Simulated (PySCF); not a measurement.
# Basis and Hamiltonian dependence of the ionisation energy of Pb

Pb [Xe] 4f14 5d10 6s2 6p2 (3P) → Pb⁺ [Xe] 4f14 5d10 6s2 6p1 (2P). All values are computed (PySCF 2.14, energy differences of UHF-based or UKS calculations, no spin-orbit coupling). Values in eV.

```json
{"basis": "def2-SVP with the def2 core potential (60 electrons)", "Hamiltonian": "ECP", "functions": "26", "UHF": "6.570", "LDA": "7.162", "PBE0": "n/a", "MP2 (valence)": "6.760", "CCSD(T) (valence)": "6.793", "CCSD(T) (valence and next inner shell)": "n/a"}
{"basis": "cc-pVTZ-PP with ECP60MDF", "Hamiltonian": "ECP", "functions": "39", "UHF": "6.582", "LDA": "7.174", "PBE0": "7.028", "MP2 (valence)": "6.836", "CCSD(T) (valence)": "n/a", "CCSD(T) (valence and next inner shell)": "n/a"}
{"basis": "aug-cc-pwCVDZ-PP with ECP60MDF", "Hamiltonian": "ECP", "functions": "48", "UHF": "6.572", "LDA": "7.163", "PBE0": "7.016", "MP2 (valence)": "6.781", "CCSD(T) (valence)": "6.822", "CCSD(T) (valence and next inner shell)": "6.842"}
{"basis": "aug-cc-pVTZ-PP with ECP60MDF", "Hamiltonian": "ECP", "functions": "55", "UHF": "6.567", "LDA": "7.163", "PBE0": "7.017", "MP2 (valence)": "6.832", "CCSD(T) (valence)": "6.886", "CCSD(T) (valence and next inner shell)": "n/a"}
{"basis": "x2c-TZVPPall", "Hamiltonian": "spin-free X2C", "functions": "83", "UHF": "6.599", "LDA": "7.187", "PBE0": "7.042", "MP2 (valence)": "6.847", "CCSD(T) (valence)": "6.899", "CCSD(T) (valence and next inner shell)": "6.949"}
{"basis": "aug-cc-pVTZ-DK3", "Hamiltonian": "spin-free X2C", "functions": "84", "UHF": "6.577", "LDA": "7.175", "PBE0": "7.027", "MP2 (valence)": "6.842", "CCSD(T) (valence)": "6.895", "CCSD(T) (valence and next inner shell)": "n/a"}
{"basis": "def2-QZVPPD with the def2 core potential (60 electrons)", "Hamiltonian": "ECP", "functions": "88", "UHF": "6.563", "LDA": "7.159", "PBE0": "7.014", "MP2 (valence)": "6.847", "CCSD(T) (valence)": "6.898", "CCSD(T) (valence and next inner shell)": "n/a"}
{"basis": "aug-cc-pVQZ-PP with ECP60MDF", "Hamiltonian": "ECP", "functions": "92", "UHF": "6.563", "LDA": "7.160", "PBE0": "7.014", "MP2 (valence)": "6.852", "CCSD(T) (valence)": "6.902", "CCSD(T) (valence and next inner shell)": "n/a"}
{"basis": "aug-cc-pwCVTZ-PP with ECP60MDF", "Hamiltonian": "ECP", "functions": "96", "UHF": "6.563", "LDA": "7.158", "PBE0": "7.014", "MP2 (valence)": "6.833", "CCSD(T) (valence)": "6.887", "CCSD(T) (valence and next inner shell)": "n/a"}
{"basis": "x2c-TZVPPall with one added diffuse shell each of s, p, d, f type", "Hamiltonian": "spin-free X2C", "functions": "99", "UHF": "6.594", "LDA": "7.190", "PBE0": "7.044", "MP2 (valence)": "6.850", "CCSD(T) (valence)": "6.903", "CCSD(T) (valence and next inner shell)": "6.954"}
{"basis": "aug-cc-pVQZ-PP with one added diffuse shell each of s, p, d, f, g type with ECP60MDF", "Hamiltonian": "ECP", "functions": "117", "UHF": "6.563", "LDA": "7.160", "PBE0": "7.014", "MP2 (valence)": "6.853", "CCSD(T) (valence)": "n/a", "CCSD(T) (valence and next inner shell)": "n/a"}
{"basis": "aug-cc-pwCVTZ-DK3", "Hamiltonian": "spin-free X2C", "functions": "125", "UHF": "6.574", "LDA": "7.175", "PBE0": "7.027", "MP2 (valence)": "6.844", "CCSD(T) (valence)": "6.898", "CCSD(T) (valence and next inner shell)": "n/a"}
{"basis": "aug-cc-pV5Z-PP with ECP60MDF", "Hamiltonian": "ECP", "functions": "139", "UHF": "6.562", "LDA": "n/a", "PBE0": "n/a", "MP2 (valence)": "6.862", "CCSD(T) (valence)": "6.908", "CCSD(T) (valence and next inner shell)": "n/a"}
{"basis": "x2c-QZVPPall", "Hamiltonian": "spin-free X2C", "functions": "142", "UHF": "6.576", "LDA": "7.175", "PBE0": "7.026", "MP2 (valence)": "6.858", "CCSD(T) (valence)": "n/a", "CCSD(T) (valence and next inner shell)": "n/a"}
```

Extrapolation of CCSD(T) (valence) from aug-cc-pVQZ-PP with ECP60MDF and aug-cc-pV5Z-PP with ECP60MDF: the correlation parts are 0.339 and 0.345 eV; with the X⁻³ form and unrounded values, (5³ × 0.345 − 4³ × 0.339)/(5³ − 4³) = 0.352 eV, and adding the Hartree-Fock value 6.562 eV of the larger basis gives 6.915 eV.

Frozen in the all-electron rows: valence and next inner shell: [Kr] 4d10 4f14; valence: [Xe] 4f14 5d10; with a core potential, the same shells as far as they lie outside it.

Spin-orbit coupling is strong in these open shells (close to jj coupling), so the scalar numbers refer to model states.

Between the lowest levels the reference is 7.417 eV (measured; NIST Atomic Spectra Database, ionization energies); it includes spin-orbit coupling, which these numbers lack.
